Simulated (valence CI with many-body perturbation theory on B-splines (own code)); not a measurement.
## Forbidden lines of Pb LX

Method: relativistic CI+MBPT: five valence electrons over a frozen Dirac-Fock core [Ar], radial functions for each j: 7 s, 7 p, 8 d, 6 f, 4 g, 1 h, with the one-electron correlation potential Σ1, the two-electron term Σ2, the three-electron term Σ3, Breit, model QED; selected CI, second order for the rest (own B-spline code, finite nucleus).

The last digits are not significant, and no measured levels were compared; by estimate large intervals hold to a few tenths of a per cent, small ones and those within an open d or f shell to about a per cent. The list stops below the first excitations out of the core. Only levels of the ground parity were solved; by the run's estimate the other parity begins above the list, which can be wrong where configurations are misplaced.

Lines 1 to 50 of 78 in falling wavelength, among levels below 2312000 cm⁻¹, chosen from the decays that carry over 1 % of a level's rate. Wavelengths and rates use the calculated energies. Electric multipoles are in the length gauge, E1 and E2 with the static RPA response of the core. S is in atomic units (e²a₀⁴ for E2 and M2, e²a₀⁶ for E3), for M1 in squared Bohr magnetons. Weak lines are less certain than strong ones. Lines between different terms over intervals too small for the method are left out, as are lines whose strength nearly cancels. The highest levels of a list are the least certain.

Levels are named by their leading jj configuration (3d3/2^4 stands for four electrons in 3d with j = 3/2), which in mixed levels can hold well under half, so a name can repeat and another be missing. Letters in brackets count levels of one name in rising energy.

| λ vac (nm) | Upper | Lower | Type | A (s⁻¹) | S (a.u.) |
| --- | --- | --- | --- | --- | --- |
| 1284 | (3d3/2^3 3d5/2^2) J=11/2 | (3d3/2^3 3d5/2^2) J=7/2 [a] | E2 | 1.88e-09 | 7.06e-06 |
| 177.4 | (3d3/2^3 3d5/2^2) J=9/2 | (3d3/2^3 3d5/2^2) J=11/2 | M1 | 1.30e+03 | 2.69e+00 |
| 155.8 | (3d3/2^3 3d5/2^2) J=9/2 | (3d3/2^3 3d5/2^2) J=7/2 [a] | M1 | 2.14e+03 | 3.00e+00 |
| 121.9 | (3d3/2^3 3d5/2^2) J=5/2 [b] | (3d3/2^3 3d5/2^2) J=3/2 [a] | M1 | 3.40e+03 | 1.37e+00 |
| 79.55 | (3d3/2^3 3d5/2^2) J=1/2 | (3d3/2^3 3d5/2^2) J=3/2 [a] | M1 | 3.64e+04 | 1.36e+00 |
| 70.79 | (3d3/2^3 3d5/2^2) J=7/2 [b] | (3d3/2^3 3d5/2^2) J=7/2 [a] | M1 | 5.57e+03 | 5.86e-01 |
| 48.74 | (3d3/2^3 3d5/2^2) J=5/2 [b] | (3d3/2^3 3d5/2^2) J=5/2 [a] | M1 | 5.22e+04 | 1.35e+00 |
| 47.37 | (3d3/2^3 3d5/2^2) J=3/2 [b] | (3d3/2^3 3d5/2^2) J=5/2 [b] | M1 | 1.65e+04 | 2.60e-01 |
| 35.24 | (3d3/2^2 3d5/2^3) J=3/2 [c] | (3d3/2^2 3d5/2^3) J=5/2 [c] | M1 | 9.08e+04 | 5.89e-01 |
| 34.11 | (3d3/2^3 3d5/2^2) J=3/2 [b] | (3d3/2^3 3d5/2^2) J=3/2 [a] | M1 | 4.46e+04 | 2.63e-01 |
| 24.02 | (3d3/2^3 3d5/2^2) J=3/2 [b] | (3d3/2^3 3d5/2^2) J=5/2 [a] | M1 | 3.27e+04 | 6.72e-02 |
| 15.44 | (3d3/2^2 3d5/2^3) J=1/2 [a] | (3d3/2^3 3d5/2^2) J=3/2 [b] | M1 | 1.74e+06 | 4.75e-01 |
| 15.21 | (3d3/2^2 3d5/2^3) J=3/2 [a] | (3d3/2^3 3d5/2^2) J=3/2 [b] | M1 | 6.18e+05 | 3.23e-01 |
| 15.05 | (3d3/2^2 3d5/2^3) J=5/2 [b] | (3d3/2^3 3d5/2^2) J=3/2 [b] | M1 | 8.37e+05 | 6.35e-01 |
| 13.23 | (3d3/2^2 3d5/2^3) J=3/2 [b] | (3d3/2^3 3d5/2^2) J=3/2 [b] | M1 | 1.02e+05 | 3.51e-02 |
| 13.20 | (3d3/2^2 3d5/2^3) J=5/2 [c] | (3d3/2^3 3d5/2^2) J=3/2 [b] | M1 | 4.17e+06 | 2.13e+00 |
| 13.03 | (3d3/2^2 3d5/2^3) J=9/2 [a] | (3d3/2^3 3d5/2^2) J=7/2 [b] | M1 | 1.37e+06 | 1.13e+00 |
| 12.71 | (3d3/2^2 3d5/2^3) J=7/2 [a] | (3d3/2^3 3d5/2^2) J=5/2 [b] | M1 | 2.84e+06 | 1.73e+00 |
| 12.71 | (3d3/2^2 3d5/2^3) J=5/2 [a] | (3d3/2^3 3d5/2^2) J=3/2 [a] | M1 | 7.65e+05 | 3.49e-01 |
| 12.38 | (3d3/2^2 3d5/2^3) J=5/2 [a] | (3d3/2^3 3d5/2^2) J=7/2 [a] | M1 | 2.23e+06 | 9.41e-01 |
| 12.27 | (3d3/2^2 3d5/2^3) J=1/2 [a] | (3d3/2^3 3d5/2^2) J=1/2 | M1 | 6.22e+06 | 8.52e-01 |
| 12.22 | (3d3/2^2 3d5/2^3) J=1/2 [b] | (3d3/2^3 3d5/2^2) J=3/2 [b] | M1 | 4.76e+05 | 6.45e-02 |
| 12.22 | (3d3/2^3 3d5/2^2) J=5/2 [a] | (3d3/2^4 3d5/2) J=5/2 | M1 | 1.68e+07 | 6.81e+00 |
| 12.13 | (3d3/2^2 3d5/2^3) J=11/2 | (3d3/2^3 3d5/2^2) J=9/2 | M1 | 1.74e+06 | 1.38e+00 |
| 12.12 | (3d3/2^2 3d5/2^3) J=3/2 [a] | (3d3/2^3 3d5/2^2) J=1/2 | M1 | 1.58e+06 | 4.18e-01 |
| 12.12 | (3d3/2^2 3d5/2^3) J=7/2 [a] | (3d3/2^3 3d5/2^2) J=9/2 | M1 | 4.23e+06 | 2.23e+00 |
| 11.95 | (3d3/2^2 3d5/2^3) J=5/2 [b] | (3d3/2^3 3d5/2^2) J=7/2 [b] | M1 | 1.60e+06 | 6.06e-01 |
| 11.84 | (3d3/2^2 3d5/2^3) J=9/2 [a] | (3d3/2^3 3d5/2^2) J=9/2 | M1 | 1.56e+05 | 9.62e-02 |
| 11.51 | (3d3/2^2 3d5/2^3) J=3/2 [a] | (3d3/2^3 3d5/2^2) J=5/2 [b] | M1 | 5.45e+06 | 1.23e+00 |
| 11.42 | (3d3/2^2 3d5/2^3) J=5/2 [b] | (3d3/2^3 3d5/2^2) J=5/2 [b] | M1 | 6.15e+06 | 2.04e+00 |
| 11.35 | (3d3/2^2 3d5/2^3) J=11/2 | (3d3/2^3 3d5/2^2) J=11/2 | M1 | 1.07e+07 | 6.97e+00 |
| 11.31 | (3d3/2^2 3d5/2^3) J=9/2 [b] | (3d3/2^3 3d5/2^2) J=7/2 [b] | M1 | 1.80e+06 | 9.67e-01 |
| 11.24 | (3d3/2^2 3d5/2^3) J=7/2 [a] | (3d3/2^3 3d5/2^2) J=7/2 [a] | M1 | 6.63e+06 | 2.80e+00 |
| 11.10 | (3d3/2^2 3d5/2^3) J=9/2 [a] | (3d3/2^3 3d5/2^2) J=11/2 | M1 | 4.27e+06 | 2.17e+00 |
| 11.04 | (3d3/2^2 3d5/2^3) J=7/2 [b] | (3d3/2^3 3d5/2^2) J=7/2 [b] | M1 | 1.96e+06 | 7.83e-01 |
| 11.01 | (3d3/2^2 3d5/2^3) J=9/2 [a] | (3d3/2^3 3d5/2^2) J=7/2 [a] | M1 | 6.62e+06 | 3.27e+00 |
| 10.99 | (3d3/2^2 3d5/2^3) J=5/2 [a] | (3d3/2^3 3d5/2^2) J=5/2 [a] | M1 | 2.94e+07 | 8.68e+00 |
| 10.86 | (3d3/2^3 3d5/2^2) J=7/2 [a] | (3d3/2^4 3d5/2) J=5/2 | M1 | 7.38e+06 | 2.80e+00 |
| 10.83 | (3d3/2^2 3d5/2^3) J=3/2 [b] | (3d3/2^3 3d5/2^2) J=1/2 | M1 | 1.04e+06 | 1.95e-01 |
| 10.82 | (3d3/2^2 3d5/2^3) J=13/2 | (3d3/2^3 3d5/2^2) J=11/2 | M1 | 2.36e+06 | 1.55e+00 |
| 10.75 | (3d3/2^2 3d5/2^3) J=5/2 [c] | (3d3/2^3 3d5/2^2) J=7/2 [b] | M1 | 6.91e+06 | 1.91e+00 |
| 10.63 | (3d3/2^2 3d5/2^3) J=1/2 [a] | (3d3/2^3 3d5/2^2) J=3/2 [a] | M1 | 1.54e+07 | 1.37e+00 |
| 10.62 | (3d3/2^3 3d5/2^2) J=3/2 [a] | (3d3/2^4 3d5/2) J=5/2 | M1 | 1.63e+07 | 2.90e+00 |
| 10.59 | (3d3/2^2 3d5/2^3) J=7/2 [b] | (3d3/2^3 3d5/2^2) J=5/2 [b] | M1 | 3.29e+05 | 1.16e-01 |
| 10.52 | (3d3/2^2 3d5/2^3) J=3/2 [a] | (3d3/2^3 3d5/2^2) J=3/2 [a] | M1 | 1.48e+07 | 2.56e+00 |
| 10.44 | (3d3/2^2 3d5/2^3) J=5/2 [b] | (3d3/2^3 3d5/2^2) J=3/2 [a] | M1 | 2.43e+06 | 6.15e-01 |
| 10.41 | (3d3/2^2 3d5/2^3) J=9/2 [b] | (3d3/2^3 3d5/2^2) J=9/2 | M1 | 1.09e+07 | 4.56e+00 |
| 10.34 | (3d3/2^2 3d5/2^3) J=3/2 [b] | (3d3/2^3 3d5/2^2) J=5/2 [b] | M1 | 4.58e+06 | 7.51e-01 |
| 10.32 | (3d3/2^2 3d5/2^3) J=5/2 [c] | (3d3/2^3 3d5/2^2) J=5/2 [b] | M1 | 5.94e+05 | 1.45e-01 |
| 10.22 | (3d3/2^2 3d5/2^3) J=5/2 [b] | (3d3/2^3 3d5/2^2) J=7/2 [a] | M1 | 5.98e+06 | 1.42e+00 |
